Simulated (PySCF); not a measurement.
Job file and geometry (Å, from GFN2-xTB) of an NMR shielding run on `[CH](=C)[Al]([CH3])[CH]1CC1`, C₆H₁₁Al, GIAO PBE0/pcSseg-1 NMR shielding, non-relativistic, gas phase in PySCF 2.14.0, density-fitted response routines; density fitting, a coarse starting grid and PySCF grid level 2 are the driver's defaults:

```
$ OMP_NUM_THREADS=1 python probes_run.py task.json out

{"job": {"kind": "nmr", "xc": "PBE0", "basis": "pcSseg-1"}, "charge": 0, "multiplicity": 1}
C      2.930220    -0.710658     0.638267
C      2.414175     0.484185     0.348064
Al     0.482887     0.634766    -0.079905
C     -0.476666     2.378731    -0.164807
C     -0.520313    -1.056544    -0.382230
C     -1.939734    -0.923720    -0.900410
C     -1.716831    -1.344979     0.506675
H      2.310997    -1.598246     0.637264
H      3.971888    -0.872315     0.888716
H      3.098276     1.335830     0.374911
H     -0.735494     2.675431    -1.187584
H      0.133764     3.189362     0.249348
H     -1.417176     2.375254     0.397661
H     -0.026027    -1.966503    -0.729310
H     -2.305343    -1.655501    -1.607158
H     -2.331479     0.071872    -1.070655
H     -1.923378    -2.371156     0.777524
H     -1.958525    -0.639491     1.291973
```

**Question.** Write the output of this run.

**Answer.** 
```
coarse grid: 14960 points
cycle   1  E = -477.0673568675  dE =  5.329e-01  |g| = 5.563e-01  |ddm| = 3.695e+00
cycle   2  E = -477.0437703295  dE =  2.359e-02  |g| = 6.396e-01  |ddm| = 9.827e-01
cycle   3  E = -477.1522034758  dE = -1.084e-01  |g| = 4.125e-02  |ddm| = 5.530e-01
cycle   4  E = -477.1524026780  dE = -1.992e-04  |g| = 2.848e-02  |ddm| = 5.361e-02
cycle   5  E = -477.1526048286  dE = -2.022e-04  |g| = 7.316e-03  |ddm| = 2.529e-02
cycle   6  E = -477.1526165589  dE = -1.173e-05  |g| = 2.749e-03  |ddm| = 7.100e-03
cycle   7  E = -477.1526185888  dE = -2.030e-06  |g| = 1.901e-04  |ddm| = 2.370e-03
final grid: 138232 points
cycle   8  E = -477.1939491599  dE = -3.579e-05  |g| = 8.939e-03  |ddm| = 2.625e-02
cycle   9  E = -477.1939416076  dE =  7.552e-06  |g| = 1.056e-02  |ddm| = 1.561e-02
cycle  10  E = -477.1939702399  dE = -2.863e-05  |g| = 5.537e-04  |ddm| = 8.376e-03
cycle  11  E = -477.1939703017  dE = -6.175e-08  |g| = 2.503e-04  |ddm| = 7.448e-04
cycle  12  E = -477.1939703171  dE = -1.539e-08  |g| = 7.416e-05  |ddm| = 2.339e-04
cycle  13  E = -477.1939703182  dE = -1.148e-09  |g| = 2.826e-05  |ddm| = 6.970e-05
cycle  14  E = -477.1939703184  dE = -2.102e-10  |g| = 3.603e-06  |ddm| = 2.641e-05
converged SCF energy = -477.1939703184

GIAO shielding tensors (ppm)
atom      isotropic    diamagn.    paramagn.     s11        s22        s33       span
  0 C       34.222     254.634    -220.413    -96.252     36.096    162.821    259.073
  1 C       32.506     259.743    -227.236    -89.735      9.815    177.440    267.175
  2 Al     297.452     799.546    -502.095    245.913    307.443    338.998     93.085
  3 C      198.479     252.750     -54.270    190.738    198.606    206.094     15.356
  4 C      192.912     251.578     -58.665    149.724    192.541    236.473     86.749
  5 C      184.663     253.468     -68.805    157.685    174.888    221.416     63.731
  6 C      185.725     252.736     -67.011    158.741    178.158    220.275     61.535
  7 H       24.974      33.721      -8.747     21.928     23.648     29.346      7.417
  8 H       24.616      27.832      -3.216     22.007     24.181     27.661      5.654
  9 H       24.699      30.205      -5.506     21.677     25.181     27.238      5.561
 10 H       31.955      30.464       1.491     27.143     29.530     39.192     12.049
 11 H       31.730      30.011       1.719     27.030     28.435     39.726     12.696
 12 H       32.004      31.390       0.614     26.809     31.038     38.166     11.357
 13 H       32.023      32.859      -0.836     24.886     28.249     42.934     18.048
 14 H       31.025      30.708       0.317     24.756     26.686     41.634     16.877
 15 H       31.368      32.668      -1.300     24.331     29.105     40.667     16.336
 16 H       31.020      30.742       0.278     25.027     26.455     41.576     16.549
 17 H       31.550      32.548      -0.998     25.075     28.967     40.606     15.531
```

Size and cost of the density-fitted run: 181 basis functions, 49 s wall time on 1 thread of an Arm Neoverse N1, shared host; peak memory 0.82 GiB.
